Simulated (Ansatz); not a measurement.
Consider the ligand exchange at the Si–C bond: `NC(=O)[SiH2]F` + `CN[SiH](O)O` → `CN([SiH2]F)[SiH](O)O` + `NC=O`.

Gas-phase electronic energies from Ansatz, PBE0-D4/def2-TZVP geometries. CCSD(T)/CBS adds triple-zeta CCSD(T) − MP2 to the extrapolated MP2 energy (def2 sets, frozen cores). This one scheme is used for every species. Functionals use def2-TZVPP. B3LYP here is the variant with VWN-RPA as its local correlation; programs differ in this. One conformer a species, not always the lowest.

```tsv
level	ΔE (eV)
PBE0-D4	-0.84
B2PLYP	-0.84
PBE	-0.72
B3LYP	-0.77
SCS-MP2/def2-TZVPP	-0.92
CCSD/def2-TZVPP	-0.91
HF/def2-QZVPP	-0.91
HF/CBS(def2)	-0.91
```

Task: What does CCSD(T)/CBS give? (An estimate is asked.)

Result: Ansatz gave: -0.88 eV. The listed levels differ from it by 0.04, 0.04, 0.16, 0.11, -0.04, -0.03, -0.03, -0.03 eV.

Largest T1 diagnostic among the species: 0.016.

The D4 term adds −0.08 eV with B3LYP and −0.05 eV with PBE0; it sums over pairs of atoms, weighted by their polarisabilities, and B3LYP, whose exchange is more repulsive, gets the larger term. From PBE to PBE0 (25 % exact exchange), in def2-TZVPP and without D4, ΔE moves by −0.07 eV.
